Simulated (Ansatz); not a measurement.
`[SiH3]C[SeH]` → `C[SeH]` + `[SiH2]`  (silylene formation by 1,1-elimination)

Program: Ansatz. Geometries: PBE0-D4/def2-TZVP. ΔE: electronic, gas phase. CCSD(T)/CBS adds triple-zeta CCSD(T) − MP2 to the extrapolated MP2 energy (def2 sets, frozen cores). This one scheme is used for every species. DFT in def2-TZVPP. For Se outer-core shells are correlated without core-valence functions, which leaves a few kJ/mol of doubt a bond. Scalar relativity is left out up to krypton. One conformer a species, not always the lowest.

```csv
level,ΔE (kJ/mol)
r2SCANh-D4,252.5
PBE,227.7
```

Question: What does CCSD(T)/CBS give? (Best estimate.)

Answer: Ansatz gave: +235.1 kJ/mol. The listed levels differ from it by 17.4, -7.4 kJ/mol.

Largest T1 diagnostic among the species: 0.014.

Leaving LDA and LC-ωPBE aside and taking each functional with its dispersion term where it has one, the values, not all of them listed here, spread over 35.8 kJ/mol, from BLYP-D4 to r2SCAN0-D4. LDA lies +37.1 kJ/mol from PBE without D4. At CCSD(T), def2-SVP lies −19.5 kJ/mol from the extrapolated value and def2-TZVPP −7.8 kJ/mol.
